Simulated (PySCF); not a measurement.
Molecule: `COC(F)(F)C(F)F`, C$_{3}$H$_{4}$F$_{4}$O.

Geometry:
```json
{"atom": "C1", "x (Å)": "-1.877", "y (Å)": "-0.236", "z (Å)": "-0.107"}
{"atom": "O2", "x (Å)": "-0.668", "y (Å)": "0.473", "z (Å)": "0.113"}
{"atom": "C3", "x (Å)": "0.451", "y (Å)": "-0.263", "z (Å)": "0.161"}
{"atom": "F4", "x (Å)": "0.618", "y (Å)": "-1.003", "z (Å)": "-0.953"}
{"atom": "F5", "x (Å)": "0.426", "y (Å)": "-1.139", "z (Å)": "1.192"}
{"atom": "C6", "x (Å)": "1.645", "y (Å)": "0.674", "z (Å)": "0.351"}
{"atom": "F7", "x (Å)": "1.749", "y (Å)": "1.481", "z (Å)": "-0.714"}
{"atom": "F8", "x (Å)": "2.764", "y (Å)": "-0.057", "z (Å)": "0.453"}
{"atom": "H9", "x (Å)": "-2.679", "y (Å)": "0.510", "z (Å)": "-0.093"}
{"atom": "H10", "x (Å)": "-2.049", "y (Å)": "-0.975", "z (Å)": "0.690"}
{"atom": "H11", "x (Å)": "-1.861", "y (Å)": "-0.743", "z (Å)": "-1.083"}
{"atom": "H12", "x (Å)": "1.511", "y (Å)": "1.278", "z (Å)": "1.264"}
```

Geometry PBE0-D3(BJ)/def2-SVP throughout; GIAO in PySCF 2.14.0 with density-fitted response routines, gas phase, one conformer, non-relativistic; equivalent atoms averaged; basis pcSseg-1.

(1) How do the shifts δ (against TMS, H2O, CFCl3 at the same level) depend on the functional? (ppm; last column core-seconds on shared hosts with different chips, so compare them loosely; the GGAs took longer than the global hybrids here, which isn't the general rule, and the cause wasn't traced)

(2) Which nucleus moves most, in ppm?

Results:

(1) 
```
functional                    kind     C3     C6    C1     O2   F4/F5   F7/F8   H12  H9/H10/H11  core-s
       LDA                     LDA  130.1  121.3  49.8  100.4  -139.1  -173.6  5.71        3.76      13
       PBE                     GGA  126.0  117.0  49.6   94.5  -137.3  -168.0  5.60        3.68      18
       KT2                     GGA  121.5  112.7  48.9   89.7  -143.6  -174.5  5.51        3.68      18
      PBE0           global hybrid  121.4  112.5  49.0   81.5  -119.1  -153.2  5.41        3.66      14
  mPW1PW91           global hybrid  121.4  112.3  49.2   81.3  -118.3  -152.7  5.42        3.66      11
     B97-2           global hybrid  120.0  111.1  49.2   80.5  -118.7  -152.1  5.42        3.66      12
 BHandHLYP           global hybrid  117.3  108.8  48.5   74.1  -104.7  -138.8  5.30        3.68      11
 CAM-B3LYP  range-separated hybrid  123.5  114.6  49.4   84.4  -109.2  -142.9  5.44        3.71      16
   wB97X-D  range-separated hybrid  121.5  112.5  49.7   78.1  -111.1  -146.7  5.40        3.66      18
```

(2) F4/F5 (fluorine of a CF2 group): from -143.6 ppm with KT2 to -104.7 ppm with BHandHLYP. The smallest spread is 0.10 ppm, at H9/H10/H11. Proton shifts span only some 12 ppm, so a few tenths of a ppm matter as much there as several ppm in carbon.
